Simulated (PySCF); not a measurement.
Cartesian coordinates in Å; atom numbers follow the order of the lines, from 1:
```xyz
13

O     1.262   -0.800    1.375
Si    1.624    0.449    0.406
O     2.970    0.094   -0.398
O     0.390    0.698   -0.639
Si   -1.189    0.582   -0.928
P    -2.113   -0.619    0.735
H     0.423   -0.834    1.831
H     1.883    1.704    1.073
H     3.118   -0.778   -0.757
H    -1.750    1.931   -0.876
H    -1.294   -0.040   -2.247
H    -3.409   -0.528    0.265
H    -1.919   -1.857    0.144
```

[PySCF: GIAO PBE0/pcSseg-1 shieldings; GFN2-xTB geometry; non-relativistic Hamiltonian; one computed conformer; one averaged value for each set of equivalent atoms; in vacuum]

Scale: 1H (31.72 ppm), 29Si (349.16 ppm) vs TMS; H2O for 17O (336.08 ppm); 31P (318.38 ppm) against H3PO4 (reference shieldings calculated alike).

| atoms | nucleus | count | δ (ppm) |
| --- | --- | --- | --- |
| H10/H11 | 1H | 2 | 5.73 |
| O4 | 17O | 1 | ? |
| H12/H13 | 1H | 2 | 1.29 |
| P6 | 31P | 1 | -282.7 |
| O1/O3 | 17O | 2 | 59.4 |
| Si5 | 29Si | 1 | -26.1 |
| Si2 | 29Si | 1 | ? |
| H7/H9 | 1H | 2 | ? |
| H8 | 1H | 1 | 4.25 |

Problem. Fill in the missing shifts.

Solution. 
- H7/H9: 2.32 ppm, hydrogen on an oxygen bonded to Si; labile proton, position sensitive to the medium
- O4: 74.7 ppm, oxygen bonded to 2 Si
- Si2: -62.6 ppm, silicon bonded to 3 O, H

OH/NH shifts are gas-phase values; hydrogen bonding in solution moves them, usually downfield. Experimental scales use liquid or dissolved standards, which lie at an offset from isolated H2O (liquid H2O: subtract about 36 ppm) and H3PO4.
